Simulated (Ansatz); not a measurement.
CH$_{5}$AlFNO (`N[CH](F)[AlH][OH]`), relaxed with RKS PBE-D4/def2-SVP in Ansatz from a rough embedded geometry. The force threshold is 0.03 eV/Å; the program also tests the step.

The species carries charge 0 and has multiplicity 1.

Start:

```xyz
10

N     1.615   -0.572    0.012
C     0.383   -0.229    0.745
F    -0.368   -1.354    0.996
Al   -0.745    1.009   -0.206
O    -2.492    0.635   -0.674
H     1.262   -1.143   -0.870
H     2.185   -1.204    0.563
H     0.684    0.198    1.723
H    -0.136    2.470   -0.699
H    -2.387    0.190   -1.589
```

Q: By how much does the energy fall, and how many steps does the optimiser take? (Best estimate.)

A: Ansatz gave: 19.17 kcal/mol, in 11 steps.

Q: Which bonds change most? (An estimate is asked.)

A: The calculation gave: Al4–O5 from 1.847 to 1.722 Å; N1–H6 from 1.109 to 1.027 Å; C2–Al4 from 1.927 to 1.998 Å; C2–F3 from 1.376 to 1.444 Å.

Q: Give the relaxed structure. (Estimate.)

A: The calculation gave: 
```xyz
10

N     1.380   -0.693   -0.120
C     0.403   -0.182    0.775
F    -0.453   -1.201    1.335
Al   -0.696    1.171   -0.202
O    -1.910    0.656   -1.309
H     0.976   -1.177   -0.930
H     2.067   -1.322    0.318
H     0.939    0.261    1.646
H    -0.494    2.748   -0.117
H    -2.213   -0.261   -1.397
```
